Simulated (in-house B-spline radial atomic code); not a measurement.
Successive ionisation energies of fluorine; each step leads to the configuration of the next row (after the last: bare). Dirac energy differences include first-order Breit, QED and recoil terms. NIST's values go from ground level to ground level; the uncertainty of those that are theory runs from under 0.1 % in few-electron ions to several per cent in heavy many-electron ones. Computed with a radial B-spline atomic code at the basis-set limit: Dirac-Hartree-Fock, average of the configuration, finite nuclei.

```tsv
ion	configuration	ionisation energy (eV)	tabulated value (eV)	computed minus tabulated (eV)	highest orbital	largest mean radius (bohr)
F	[He] 2s2 2p5	17.1	17.42282	-0.3	2p3/2	1.0854
F+	[He] 2s2 2p4	36.5	34.97081	1.6	2p3/2	0.97393
F2+	[He] 2s2 2p3	59.3	62.70798	-3.4	2p3/2	0.91804
F3+	[He] 2s2 2p2	85.2	87.175	-2.0	2p3/2	0.87874
F4+	[He] 2s2 2p1	114.1	114.249	-0.2	2p3/2	0.84184
F5+	[He] 2s2	154.0	157.1631	-3.1	2s1/2	0.80744
F6+	[He] 2s1	185.0	185.1868	-0.1	2s1/2	0.77655
F7+	1s2	952.6	953.8983	-1.3	1s1/2	0.1737
F8+	1s1	1103.1	1103.118	0.0	1s1/2	0.16643
```

(1) Where is the largest jump?

Where a p, d or f electron is removed, the computed value is a mean over both j, so it misses the tabulated one by a part of the spin-orbit splitting; averaging over terms and missing correlation add to the gap, relatively most at low charge.

## Answers

(1) From F6+ to F7+, by a factor of 5.15 (185.04 to 952.63 eV); the highest orbital goes from 2s1/2 to 1s1/2.
